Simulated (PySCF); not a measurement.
## Radial density of Se⁻ (selenium, charge -1)

B2PLYP, [Ar] 3d10 4s2 4p5, 2P determinant. Calculation: PySCF 2.14, in aug-cc-pVTZ-PP with one added diffuse shell each of s, d, f type with ECP10MDF (7s5p5d3f, 68 functions); scalar relativity through the core potential. This is the valence pseudo-density: the core potential removes the inner electrons and smooths the orbitals near the nucleus.

```json
{"r (bohr)": "0.000597", "4πr²ρ (e/bohr)": "2.800e-05", "4πr²(ρα − ρβ)": "0.0000"}
{"r (bohr)": "0.00100", "4πr²ρ (e/bohr)": "7.900e-05", "4πr²(ρα − ρβ)": "0.0000"}
{"r (bohr)": "0.00169", "4πr²ρ (e/bohr)": "0.0002219", "4πr²(ρα − ρβ)": "0.0000"}
{"r (bohr)": "0.00284", "4πr²ρ (e/bohr)": "0.0006153", "4πr²(ρα − ρβ)": "0.0000"}
{"r (bohr)": "0.00478", "4πr²ρ (e/bohr)": "0.001649", "4πr²(ρα − ρβ)": "0.0000"}
{"r (bohr)": "0.00803", "4πr²ρ (e/bohr)": "0.004085", "4πr²(ρα − ρβ)": "0.0000"}
{"r (bohr)": "0.0135", "4πr²ρ (e/bohr)": "0.008901", "4πr²(ρα − ρβ)": "0.0000"}
{"r (bohr)": "0.0227", "4πr²ρ (e/bohr)": "0.01728", "4πr²(ρα − ρβ)": "0.0000"}
{"r (bohr)": "0.0382", "4πr²ρ (e/bohr)": "0.03096", "4πr²(ρα − ρβ)": "0.0000"}
{"r (bohr)": "0.0643", "4πr²ρ (e/bohr)": "0.1037", "4πr²(ρα − ρβ)": "0.0000"}
{"r (bohr)": "0.108", "4πr²ρ (e/bohr)": "0.7737", "4πr²(ρα − ρβ)": "-0.0001"}
{"r (bohr)": "0.182", "4πr²ρ (e/bohr)": "4.947", "4πr²(ρα − ρβ)": "0.0025"}
{"r (bohr)": "0.306", "4πr²ρ (e/bohr)": "19.90", "4πr²(ρα − ρβ)": "0.0422"}
{"r (bohr)": "0.515", "4πr²ρ (e/bohr)": "32.16", "4πr²(ρα − ρβ)": "0.0570"}
{"r (bohr)": "0.866", "4πr²ρ (e/bohr)": "11.91", "4πr²(ρα − ρβ)": "0.0267"}
{"r (bohr)": "1.46", "4πr²ρ (e/bohr)": "4.053", "4πr²(ρα − ρβ)": "0.4196"}
{"r (bohr)": "2.45", "4πr²ρ (e/bohr)": "2.378", "4πr²(ρα − ρβ)": "0.3898"}
{"r (bohr)": "4.12", "4πr²ρ (e/bohr)": "0.5065", "4πr²(ρα − ρβ)": "0.0693"}
{"r (bohr)": "6.93", "4πr²ρ (e/bohr)": "0.04100", "4πr²(ρα − ρβ)": "0.0001"}
{"r (bohr)": "11.7", "4πr²ρ (e/bohr)": "0.0004232", "4πr²(ρα − ρβ)": "0.0000"}
```

Energies and moments cover only the electrons outside the core potential.
